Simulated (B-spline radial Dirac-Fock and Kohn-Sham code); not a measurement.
Rb¹¹⁺: scattering cross sections and density moments

System: Rb¹¹⁺, [Ar] 3d8.

The run's input, task.json:

```json
{"items": [{
  "Z": 37,
  "q": 11,
  "cfg": [[1, 0, 2], [2, 0, 2], [2, 1, 6], [3, 0, 2], [3, 1, 6], [3, 2, 8]],
  "A": 85,
  "rrms": 4.2036,
  "do": ["scatter"],
  "s": [0.0, 0.06, 0.07, 0.09, 0.11, 0.13, 0.16, 0.19, 0.23, 0.28, 0.34, 0.41, 0.5, 0.61, 0.74, 0.9, 1.1, 1.33, 1.62, 1.97, 2.39, 2.9, 3.53],
  "pz": [0, 0.1, 0.2, 0.3, 0.4, 0.5, 0.6, 0.8, 1.0, 1.2, 1.4, 1.6, 1.8, 2.0, 2.5, 3.0, 4.0, 5.0, 7.0, 10.0, 15.0, 20.0, 30.0, 40.0, 60.0, 100.0],
  "hv_scatter": [2000, 5000, 10000, 17479.3, 20000, 30000, 100000, 200000]
}]}
```

Command: `python xray_run.py task.json out`

Calculated with a radial atomic solver, using configuration-average Dirac-Fock orbitals.

```
Sum of ⟨r⟩                          : 9.223 bohr
Sum of ⟨r²⟩                         : 4.790 bohr²
Sum of ⟨1/r⟩                        : 185.05 per bohr
Langevin diamagnetic susceptibility : -3.79 × 10⁻⁶ cm³/mol
Lamb shielding (α²/3)Σ⟨1/r⟩         : 3285 ppm
```

Coherent scattering is the Thomson cross section weighted by f₀², without anomalous dispersion; incoherent scattering is Klein-Nishina weighted by S. The Lamb formula is the non-relativistic shielding expression. Electron correlation is left out. A dash stands where the photon energy is too low for the impulse approximation behind that column.

```csv
hν (keV),coherent (b),incoherent (b),incoherent per electron (b)
2,434.3,–,–
5,366.9,1.439,0.0554
10,234.0,4.011,0.154
17.4793,123.3,6.967,0.268
20,103.7,7.672,0.295
30,60.05,9.544,0.367
100,8.363,11.37,0.437
200,2.364,10.08,0.388
```

Incoherent scattering overtakes coherent scattering between 30 and 100 keV.
